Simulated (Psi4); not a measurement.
Psi4 input (wB97X-D/6-311+G**):

```
memory 1500 MB

molecule {
0 2
Al   -0.15526539   -0.72569440   -0.28210757
C     0.39017292    1.03799155    0.41475884
H    -0.08535335    1.20433579    1.38767278
H     0.02484031    1.82089132   -0.25900463
H     1.46645436    1.16248934    0.53339726
H    -1.72852874   -0.98163855   -0.48322008
symmetry c1
no_reorient
no_com
}

set {
  basis 6-311+G**
  reference uks
  scf_type pk
  dft_radial_points 99
  dft_spherical_points 590
  e_convergence 1e-8
  d_convergence 1e-7
  maxiter 150
}

e = energy('wb97x-d')
print_out(f'\nFINAL {e:.10f} DIPOLE {variable("CURRENT DIPOLE")[0]:.6f} {variable("CURRENT DIPOLE")[1]:.6f} {variable("CURRENT DIPOLE")[2]:.6f}\n')
```

Task: Predict the final energy.

Result: -282.88301 Eh.
